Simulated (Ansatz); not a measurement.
Reactions of BrClH4N2Si (`N[Si](N)(Cl)Br`).

Calculated with Ansatz (gas phase, PBE0-D4/def2-TZVP geometries, no zero-point term in ΔE). CBS: MP2 limit from def2 TZ/QZ plus the TZ coupled-cluster correction, frozen cores. This one scheme is used for every species, atoms too. Functionals use def2-TZVPP. B3LYP here is the variant with VWN-RPA as its local correlation; programs differ in this. No spin–orbit coupling; open shells (•) take unrestricted orbitals. Spin–orbit coupling would lower the free atoms: a little for Cl, Si; clearly for Br. For Br outer-core shells are correlated without core-valence functions, so the limit isn't a true one: a few kJ/mol of doubt a bond, and 10 to 20 or more in all where bonds break to atoms. Scalar relativity is left out up to krypton. Each species was taken in one conformer, which may not be the lowest.

| reaction | B3LYP-D4 (eV) | CCSD(T)/def2-SVP (eV) | r2SCAN-D4 (eV) | HF/CBS(def2) (eV) | CCSD(T)/CBS(def2) (eV) |
| --- | --- | --- | --- | --- | --- |
| `N[Si](N)(Cl)Br` + SiH₄ → `N[Si](N)([SiH3])Cl` + HBr | 1.10 | 1.11 | 1.11 | 1.29 | 1.15 |
| `N[Si](N)(Cl)Br` + H₂ → `N[SiH](Cl)Br` + NH₃ | 0.58 | 0.45 | 0.61 | 0.42 | 0.58 |
| `N[Si](N)(Cl)Br` → Br• + Cl• + 4 H• + 2 N• + Si• | 32.14 | 29.03 | 32.16 | 22.17 | 32.36 |
| `N[Si](N)(Cl)Br` + H–F → `N[Si](F)(Cl)Br` + NH₃ | -0.75 | -0.73 | -0.78 | -0.89 | -0.71 |
| `N[Si](N)(Cl)Br` + H₂O → `N[Si](N)(O)Br` + HCl | -0.11 | -0.11 | -0.10 | -0.21 | -0.08 |

Largest T1 diagnostic: 0.012, for Si•.
